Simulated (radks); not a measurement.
Neutral rhenium, configuration [Xe] 4f14 5d5 6s2 (the NIST ground configuration).

All-electron calculation, Dirac Kohn-Sham, BLYP, spin-unpolarised, spherical densities, finite nucleus; open shells fill j = l - 1/2 first; Fermi nuclear charge, rms radius 5.3698 fm. Program: a radial shooting solver on a logarithmic mesh with Libxc functionals.

Energy parts (Ry):
part                       energy
total                 -33431.9893
kinetic                37789.0413
electron-nucleus      -83622.1438
Hartree                13068.8412
exchange-correlation    -667.7280

Orbitals (lengths in bohr, moments of r in powers of bohr):
| orbital | occ. | eigenvalue (Ry) | <r> | small-component weight |
|---|---|---|---|---|
| 1s1/2 | 2 | -5257.996 | 0.01804 | 8.02e-02 |
| 2s1/2 | 2 | -911.0137 | 0.07559 | 1.82e-02 |
| 2p1/2 | 2 | -871.9470 | 0.06246 | 1.83e-02 |
| 2p3/2 | 4 | -766.1052 | 0.07053 | 1.65e-02 |
| 3s1/2 | 2 | -210.8487 | 0.1969 | 6.01e-03 |
| 3p1/2 | 2 | -193.3591 | 0.1870 | 5.96e-03 |
| 3p3/2 | 4 | -170.3758 | 0.2019 | 5.43e-03 |
| 3d3/2 | 4 | -140.9139 | 0.1765 | 5.32e-03 |
| 3d5/2 | 6 | -135.9243 | 0.1811 | 5.17e-03 |
| 4s1/2 | 2 | -43.94015 | 0.4405 | 1.99e-03 |
| 4p1/2 | 2 | -36.63602 | 0.4450 | 1.90e-03 |
| 4p3/2 | 4 | -31.27080 | 0.4785 | 1.70e-03 |
| 4d3/2 | 4 | -19.26004 | 0.4935 | 1.50e-03 |
| 4d5/2 | 6 | -18.26884 | 0.5048 | 1.45e-03 |
| 5s1/2 | 2 | -6.20644 | 1.037 | 4.56e-04 |
| 5p1/2 | 2 | -3.99806 | 1.138 | 3.78e-04 |
| 5p3/2 | 4 | -3.19095 | 1.242 | 3.22e-04 |
| 4f5/2 | 6 | -3.15230 | 0.5764 | 1.05e-03 |
| 4f7/2 | 8 | -2.96771 | 0.5853 | 1.03e-03 |
| 6s1/2 | 2 | -0.42341 | 3.099 | 5.08e-05 |
| 5d3/2 | 4 | -0.40645 | 1.901 | 1.45e-04 |
| 5d5/2 | 1 | -0.34278 | 1.996 | 1.32e-04 |

The highest occupied level is 5d5/2 at -4.664 eV. Summed over all electrons, <r^2> = 68.39 bohr^2, which gives a Langevin (diamagnetic) susceptibility term of -54.2 x 10^-6 cm^3/mol. The density falls to 0.001 e/bohr^3 at r = 4.71 bohr. For comparison, the ionisation energy in NIST's Atomic Spectra Database is 7.834 eV (measured). In exact Kohn-Sham theory the highest level is minus the ionisation energy, but local and semilocal functionals leave it too shallow, through self-interaction and a potential that decays too fast; potentials with the right tail come closer. The electron density at the nucleus is 1.547e+06 e/bohr^3.

Beside tabulated values, note that spin-unpolarised runs miss the spin-polarisation part of the exchange energy of open shells.
